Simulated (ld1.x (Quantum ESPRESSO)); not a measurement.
**Which change was made? (Hg, TM semilocal)**

ld1.x (Quantum ESPRESSO) 7.5 input, shortened:

```
&input
   title='Hg', zed=80., rel=1, dft='PZ', iswitch=3,
   config='[Xe] 4f14 5d10 6s2 6p0'
 /
 &inputp
   pseudotype=1, tm=.true., lloc=1,
   nlcc=.false.
 /
3
6S  1  0   2.00   0.00  2.15  2.15  0.0
5D  3  2  10.00   0.00  1.90  1.90  0.0
6P  2  1   0.00   0.00  2.50  2.50  0.0
 &test
   configts(1)='5d10 6s2 6p0'
 /
```

Cutoffs, loose and tight: the cutoffs (Ry, on a coarse ladder) from which the occupation-weighted sum of valence levels, in a spherical-Bessel basis at the reference potential, stays within 10 and 1 mRy of its value at 400 Ry. They do not see the model core or the augmentation charge, which bear on the density cutoff. Test errors are all-electron minus pseudo excitation energies from the reference, over the configurations 5d10 6s1 6p0; 5d10 6s0 6p0; 5d9 6s0 6p0; 5d8 6s0 6p0; 5d10 6s1 6p1; 5d10 6s1.5 6p0; 5d9 6s2 6p0 (two spin-polarised tests are not counted in the largest error); variants that change the core or the reference have their own tests.

The base gives: outcome: generated; cutoff, loose: 50 Ry; cutoff, tight: 70 Ry; bound ghosts: none; largest test error (meV): +36.

After one change the result is: outcome: generated; cutoff, loose: 70 Ry; cutoff, tight: 120 Ry; bound ghosts: none; largest test error (meV): -52. Which change was it?
A. all radii scaled by about 0.75 (s 1.60, p 1.86, d 1.42 bohr)
B. all radii scaled by about 1.12 (s 2.42, p 2.80, d 2.14 bohr)
C. all radii scaled by about 1.38 (s 2.96, p 3.46, d 2.62 bohr)

A. The others give: all radii scaled by about 1.38 (s 2.96, p 3.46, d 2.62 bohr) → outcome: generated; cutoff, loose: 35 Ry; cutoff, tight: 55 Ry; bound ghosts: none; largest test error (meV): -466 | all radii scaled by about 1.12 (s 2.42, p 2.80, d 2.14 bohr) → outcome: generated; cutoff, loose: 45 Ry; cutoff, tight: 60 Ry; bound ghosts: none; largest test error (meV): -42.
